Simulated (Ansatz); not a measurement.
H2Cl3NTi, singlet, geometry from GFN2-xTB (such geometries of metal compounds can be far from the true shape), atoms displaced at random by about 0.02 Å a coordinate; Ansatz (a program for electronic structure) with PBE/3-21G.

Ansatz was given this input:
Ansatz 0.2 input:
```yaml
crystal:
  periodic: [false, false, false]
  atoms:
    - {symbol: Ti, position_ang: [-0.15972740, -0.24962137, -0.05513426]}
    - {symbol: Cl, position_ang: [1.82886481, -0.39229793, -0.85443396]}
    - {symbol: Cl, position_ang: [0.04266230, 0.28373385, 1.97077749]}
    - {symbol: Cl, position_ang: [-1.08733433, 1.42119016, -0.97043674]}
    - {symbol: N, position_ang: [-1.06651602, -1.80980195, -0.21116474]}
    - {symbol: H, position_ang: [-0.77481807, -2.59012597, -0.73024561]}
    - {symbol: H, position_ang: [-1.98210192, -1.98427753, 0.21992507]}
basis:
  gaussian:
    orbitals: 3-21G.json
hamiltonian:
  xc: pbe
relax: {f_tol: 0.1}
```
The basis file holds 3-21G in the JSON format of the Basis Set Exchange.

Question: Predict the main parts of the log of this Ansatz run.

Answer: 
```
Functional definition: PBE
1093 factors; their error is unknown
mean field evaluation 1: about -61879.3526 eV, gradient 6.8e1 eV
mean field evaluation 2: about -61565.1614 eV, gradient 4.1e2 eV
mean field evaluation 4: about -61883.6143 eV, gradient 4.8e1 eV
mean field evaluation 8: about -61889.1215 eV, gradient 1.1e0 eV
mean field evaluation 16: about -61889.0413 eV, gradient 8.5e-4 eV
mean field -61889.04131108 eV, -2274.3803182834 hartree, gradient 1.1e-5 eV, S^2 0.000000; 0 other end points of the search recorded, 0 dependent functions left out
the calculation of the forces begins
reference -61889.04140816 eV, -2274.3803218508 hartree; 41, 41 occupied and 40, 40 virtual orbitals, 1093 factors
relax step   1: F+E_penalty+E_count = -61889.04131108 eV  Δ(F+E_penalty+E_count) = +0.000e0 eV  max|allowed force component| = 2.155e0 eV/Å  Δτ_max = 0.0000 Å  (29 SCF iters, accepted)
these checks for a lower state are left out or cut short: starts, cluster_reference, orbital_swaps, neighbouring_geometries, increment
1093 factors; their error is unknown
mean field -61889.39491371 eV, -2274.3933129403 hartree, gradient 2.2e-5 eV, S^2 0.000000; 0 other end points of the search recorded, 0 dependent functions left out
the calculation of the forces begins
reference -61889.39501079 eV, -2274.3933165078 hartree; 41, 41 occupied and 40, 40 virtual orbitals, 1093 factors
relax step   2: F+E_penalty+E_count = -61889.39491371 eV  Δ(F+E_penalty+E_count) = -3.536e-1 eV  max|allowed force component| = 5.697e-1 eV/Å  Δτ_max = 0.1619 Å  (36 SCF iters, accepted)
these checks for a lower state are left out or cut short: starts, cluster_reference, orbital_swaps, neighbouring_geometries, increment
1093 factors; their error is unknown
mean field evaluation 32: about -61889.4046 eV, gradient 5.2e-5 eV
mean field -61889.40462630 eV, -2274.3936698715 hartree, gradient 1.5e-5 eV, S^2 0.000000; 0 other end points of the search recorded, 0 dependent functions left out
the calculation of the forces begins
reference -61889.40472339 eV, -2274.3936734392 hartree; 41, 41 occupied and 40, 40 virtual orbitals, 1093 factors
relax step   3: F+E_penalty+E_count = -61889.40462630 eV  Δ(F+E_penalty+E_count) = -9.713e-3 eV  max|allowed force component| = 4.155e-1 eV/Å  Δτ_max = 0.0294 Å  (31 SCF iters, accepted)
these checks for a lower state are left out or cut short: starts, cluster_reference, orbital_swaps, neighbouring_geometries, increment
1093 factors; their error is unknown
mean field -61889.41790836 eV, -2274.3941579781 hartree, gradient 1.8e-5 eV, S^2 0.000000; 0 other end points of the search recorded, 0 dependent functions left out
the calculation of the forces begins
reference -61889.41800524 eV, -2274.3941615382 hartree; 41, 41 occupied and 40, 40 virtual orbitals, 1093 factors
relax step   4: F+E_penalty+E_count = -61889.41790836 eV  Δ(F+E_penalty+E_count) = -1.328e-2 eV  max|allowed force component| = 2.317e-1 eV/Å  Δτ_max = 0.1075 Å  (31 SCF iters, accepted)
these checks for a lower state are left out or cut short: starts, cluster_reference, orbital_swaps, neighbouring_geometries, increment
1093 factors; their error is unknown
mean field -61889.41873594 eV, -2274.3941883912 hartree, gradient 1.9e-5 eV, S^2 0.000000; 0 other end points of the search recorded, 0 dependent functions left out
the calculation of the forces begins
reference -61889.41883290 eV, -2274.3941919545 hartree; 41, 41 occupied and 40, 40 virtual orbitals, 1093 factors
relax step   5: F+E_penalty+E_count = -61889.41873594 eV  Δ(F+E_penalty+E_count) = -8.276e-4 eV  max|allowed force component| = 1.268e-2 eV/Å  Δτ_max = 0.0150 Å  (32 SCF iters, accepted)
1093 factors; their error is unknown
mean field evaluation 64: about -61889.4187 eV, gradient 9.5e-2 eV
mean field -61889.41873594 eV, -2274.3941883912 hartree, gradient 1.9e-5 eV, S^2 0.000000; 1 other end points of the search recorded, 0 dependent functions left out
the calculation of the forces begins
reference -61889.41883290 eV, -2274.3941919544 hartree; 41, 41 occupied and 40, 40 virtual orbitals, 1093 factors
Total energy: -61889.41883290 eV, -2274.3941919544 hartree
Atom 0 at    -0.109961    -0.197692    -0.022368 Å, force    -0.010055    -0.003372    -0.004391 eV/Å
Atom 1 at     1.866463    -0.515835    -0.940685 Å, force     0.002947    -0.004209    -0.000529 eV/Å
Atom 2 at     0.040672     0.245427     2.148932 Å, force    -0.002718     0.007594    -0.007453 eV/Å
Atom 3 at    -1.241347     1.421493    -1.040899 Å, force     0.004404    -0.001291     0.012684 eV/Å
Atom 4 at    -1.049559    -1.763691    -0.219580 Å, force     0.009751     0.012527     0.005900 eV/Å
Atom 5 at    -0.695394    -2.609205    -0.698016 Å, force     0.001354    -0.005897    -0.005025 eV/Å
Atom 6 at    -2.009845    -1.901698     0.141903 Å, force    -0.005682    -0.005351    -0.001187 eV/Å
Dipole moment:    -0.418251    -0.793863    -0.119067 e Å
```
